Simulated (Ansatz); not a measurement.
Reaction (formal exchange of groups at the Si–H bond): `[SiH3][SiH2][GaH2]` + `O[C](F)(F)[AlH2]` → `[AlH2][SiH2][SiH2][GaH2]` + `OC(F)F`

Program: Ansatz. Geometries: PBE0-D4/def2-TZVP. ΔE: electronic, gas phase. CCSD(T)/CBS is the MP2 limit (def2-TZVPP, def2-QZVPP) plus CCSD(T) − MP2 in def2-TZVPP, frozen cores. DFT in def2-TZVPP. For Ga outer-core shells are correlated without core-valence functions, which leaves a few kJ/mol of doubt a bond. Scalar relativity is left out up to krypton. One conformer a species, not always the lowest.

```csv
level,ΔE (kcal/mol)
PBE0-D4,-13.8
r2SCAN0-D4,-12.9
PBE-QIDH,-13.3
PBE,-12.5
r2SCAN0,-12.7
MP2/def2-SVP,-11.3
CCSD(T)/def2-SVP,-11.5
HF/def2-TZVPP,-10.6
```

(1) What does CCSD(T)/CBS give? (Best estimate.)

Largest T1 diagnostic among the species: 0.014.

Results:

(1) Ansatz gave: -11.0 kcal/mol. The listed levels differ from it by -2.8, -1.9, -2.3, -1.5, -1.7, -0.3, -0.5, 0.4 kcal/mol.

From BLYP to BHLYP (50 % exact exchange), in def2-TZVPP and without D4, ΔE moves by −1.7 kcal/mol. In def2-TZVPP, CCSD(T) changes the Hartree–Fock value by −1.4 kcal/mol (the triples alone add −0.3 kcal/mol) and MP2 by −0.8 kcal/mol. Leaving LDA and LC-ωPBE aside and taking each functional with its dispersion term where it has one, the values, not all of them listed here, spread over 5.4 kcal/mol, from HSE06-D4 to CAM-B3LYP-D4.
